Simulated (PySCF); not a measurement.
## Calculated data, BH$_{3}$NSi

Calculation on a computer-drawn molecule: the log of a Hartree-Fock and frozen-core CCSD(T) single point meant for a local Hartree-Fock minimum, with one planted fault or none, to be diagnosed. Offsets are logged minus clean, where the clean run is the same molecule without the fault. The reference is restricted for singlets and unrestricted otherwise, and also for a bond in bohr or an excited solution. Adding or removing an electron swaps singlet and doublet. The excited solution moves the top pair (singlet) or top alpha electron (doublet) to the lowest empty orbital. Highest occupied and lowest empty are orbital energies over both spins, largest force is the largest gradient component, triples share is (T) over the correlation energy, the T1 limit is 0.02 restricted and 0.045 unrestricted, electrons count all cores, a negative frequency is imaginary (commonest isotopes), and the dipole is about the centre of nuclear charge. Program: PySCF 2.14.0.

```json
{"formula": "BH3NSi", "logged_structure": {"atoms_angstrom": [["B", -0.416, -0.9538, 0.7803], ["N", -1.5383, -1.2279, 1.3114], ["Si", -2.9591, -1.5752, 1.9854], ["H", 0.6156, -0.7017, 0.2919], ["H", -4.1908, -1.0539, 1.4065], ["H", -3.0191, -2.4123, 3.1769]]}, "given": {"meant_charge": 1, "meant_multiplicity": 1, "meant_basis": "cc-pV(D+d)Z", "logged_electrons": 29, "logged_basis_functions": 66, "logged_SCF_converged": "yes", "logged_spin_squared": 0.7905, "logged_highest_occupied [eV]": -6.3251, "logged_lowest_empty [eV]": 2.3619, "logged_largest_force [hartree/bohr]": 0.079158, "logged_T1_diagnostic": 0.020124, "logged_D1_diagnostic": 0.061383, "logged_triples_share": 0.034989, "logged_CC_converged": "yes", "logged_dipole_magnitude [debye]": 1.7313, "logged_SCF_stable_within_its_kind": "yes", "logged_energy_HF [hartree]": -369.79127, "logged_energy_CCSD(T) [hartree]": -370.15962, "possible_faults": "no fault, one electron removed, one electron added, multiplicity raised by two, geometry at a saddle point, SCF held on an excited solution, minimal basis STO-3G, one bond length entered in bohr, all coordinates scaled", "drawn_bonds_atom": [1, 2, 1, 3, 3], "drawn_bonds_other_atom": [2, 3, 4, 5, 6], "drawn_bonds_order": [1, 2, 1, 1, 1]}, "results": {"planted_fault": "one electron added", "HF_energy_offset_from_clean_run [kcal/mol]": -129.8, "CCSD(T)_energy_offset_from_clean_run [kcal/mol]": -145.2}}
```
